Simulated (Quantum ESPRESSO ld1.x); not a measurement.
Results of a calculation; reference values are marked as such.
These are the eigenvalues of the occupied orbitals of an atom or ion with whole-number occupations (eV). Level of theory: non-relativistic Kohn-Sham, LDA (Slater exchange, VWN5 correlation), spin-polarised, spherical densities, point nucleus (ld1.x of Quantum ESPRESSO 7.5).

| orbital | eigenvalue |
|---|---|
| 1s | -45902.1 |
| 2s | -7614.72 |
| 2p | -7259.62 |
| 3s | -1981.76 |
| 3p | -1824.36 |
| 3d | -1529.99 |
| 4s | -680.670 |
| 4p | -618.081 |
| 4d | -505.978 |

Which element is it, and in what charge state? The configuration may be excited. Open shells, if any, are filled with parallel spins first.

Answer. Z = 63, europium, charge +17: Eu17+ in [Kr] 4d10. The list shows which subshells hold electrons but not how many an open one holds; the 1s level, -1686.9 hartree, gives Z - s = 58.1 by -(Z - s)^2/2, which with screening narrows Z to a few neighbours, and the depths of the outer levels then fix element, charge and occupations together.
